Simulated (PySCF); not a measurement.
Compound: C₃H₃F₃Ge.
InChI=1S/C3H3F3Ge/c1-2-7-3(4,5)6/h1H,7H2

Method used: PySCF, TDDFT CAM-B3LYP/def2-SVPD, vertical, gas phase, core orbitals frozen in the response. Geometry: PBE0-D3(BJ)/def2-SVP; no solvent, vibrations or thermal averaging. The CAM-B3LYP/def2-SVPD calculation is non-relativistic and has no spin–orbit coupling, an omission that weighs most on germanium. Torsions of this conformer, `[CH:1]#[C:2][GeH2:3][C:4]([F:5])([F:6])[F:7]`: C2–Ge3–C4–F5 -61°.

Each state is given a Gaussian of 0.5 eV full width at half maximum, with ε(max) = 2.175×10⁸ f / Δν̃ (Δν̃ the width in cm⁻¹). The width is an assumption, not a result. The curve ends short of the highest state used, and states not computed would add to its high-energy end.

| E (eV) | ε (L mol⁻¹ cm⁻¹) |
| --- | --- |
| 5.26 | 0 |
| 5.33 | 0 |
| 5.40 | 0 |
| 5.47 | 0 |
| 5.54 | 1 |
| 5.61 | 2 |
| 5.68 | 5 |
| 5.75 | 11 |
| 5.82 | 21 |
| 5.89 | 38 |
| 5.96 | 65 |
| 6.03 | 101 |
| 6.10 | 143 |
| 6.17 | 185 |
| 6.24 | 216 |
| 6.31 | 228 |
| 6.38 | 216 |
| 6.45 | 184 |
| 6.52 | 141 |
| 6.59 | 97 |
| 6.66 | 60 |
| 6.73 | 33 |
| 6.80 | 17 |
| 6.87 | 7 |
| 6.94 | 3 |
| 7.01 | 1 |
| 7.08 | 0 |
| 7.15 | 1 |
| 7.22 | 2 |
| 7.29 | 5 |
| 7.36 | 15 |
| 7.43 | 37 |
| 7.50 | 84 |
| 7.57 | 178 |
| 7.64 | 353 |
| 7.71 | 666 |
| 7.78 | 1213 |
| 7.85 | 2141 |
| 7.92 | 3644 |
| 7.99 | 5899 |
| 8.06 | 8956 |
| 8.13 | 12607 |
| 8.20 | 16345 |
| 8.27 | 19477 |

(1) Locate the maxima and give the states behind the curve.

(2) On this curve, what absorbance would a 10⁻³ mol/L sample give at 193 nm over a 1 cm path?

## Answers

(1) 196 nm (6.31 eV), ε about 230, made up of S2 (78%) and S3 (21%) (ε in L mol⁻¹ cm⁻¹; maxima over ε = 5, shares over 10%). At its high-energy end, 8.27 eV, the curve is still rising (ε about 19000, from S6 and S8). The states used: S1 6.01 eV (f 0.0001); S2 6.31 eV (f 0.0033); S3 6.34 eV (f 0.0009); S4 7.95 eV (f 0.0041); S5 7.97 eV (f 0.012); S6 8.33 eV (f 0.317); S7 8.50 eV (f 0.0019); S8 8.58 eV (f 0.140); S9 8.72 eV (f 0.0008); S10 8.87 eV (f 0.052).

(2) 193 nm is 6.424 eV, where ε is about 200 L mol⁻¹ cm⁻¹, so A = ε c l ≈ 0.2 (Beer–Lambert, with the gas-phase spectrum and the assumed width).

All these states lie below the vertical ionisation energy of 10.89 eV (ΔSCF).

Hardware: one thread, Arm Neoverse V2 (aarch64), shared host with 96 logical CPUs at a one-minute load of 27. Cost: 99 s wall, 1.1 GiB resident at most.
